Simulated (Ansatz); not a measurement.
Basis-set extrapolation for `NC1=C[SiH2]1` (PBE0-D4/def2-TZVP geometry, frozen core, the Gaussian-basis code of Ansatz). Multiplicity 1, RHF reference.

```tsv
	def2-TZVPP	def2-QZVPP
HF	-422.020315	-422.035464
MP2 correlation	-0.645067	-0.689228
CCSD(T) correlation	-0.706942	not run
```

Energies in hartree. Use E(X) = E(∞) + A·exp(−7.88·√X) for Hartree–Fock and E(X) = E(∞) + B·X^(−2.97) for correlation, with X = 3 and 4, and add CCSD(T) minus MP2 of the smaller set to the MP2 limit.

Question: What is the CCSD(T) energy at the basis-set limit?

Answer: HF limit: -422.035464 + (-0.015149) × 0.13774 = -422.03755. MP2 limit: -0.689228 + (-0.044161) × 0.74074 = -0.72194. Higher-order term: -0.706942 − (-0.645067) = -0.06188. Total: -422.82137 hartree, 247.1 kJ/mol below CCSD(T)/def2-TZVPP.
